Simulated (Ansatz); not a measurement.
Mulliken charges of GeH$_{5}$O$_{2}$P (`O[P](O)[GeH3]`) from PBE/def2-TZVPP in Ansatz (PBE0-D4/def2-TZVP geometry).

```
atom   x (Å)   y (Å)   z (Å)  charge (e)
  O1  -0.125   1.502  -0.988      -0.313
  P2   0.781   0.118  -0.937       0.185
  O3   1.905   0.445   0.209      -0.308
 Ge4  -0.792  -1.043   0.364       0.088
  H5   0.155   2.063  -1.719       0.193
  H6   1.543   0.752   1.049       0.190
  H7  -2.142  -1.148  -0.360      -0.009
  H8  -0.266  -2.455   0.671      -0.009
  H9  -0.971  -0.280   1.694      -0.018
```

Q: By hand: the dipole of these point charges (1 e Å = 4.8032 D).

A: Σ q r = (-0.111, -0.099, -0.062) e Å, of length 0.161 e Å = 0.77 D.

Q: How does the dipole of the full density compare? (Best estimate.)

A: The calculation gave: (-0.079, 0.227, 0.013) e Å, 1.16 D; the point charges give 0.66 times that, at 112° from its direction.

Point charges leave out the atoms' own dipoles, such as those of lone pairs, and Mulliken's split depends on the basis, so the two needn't agree.
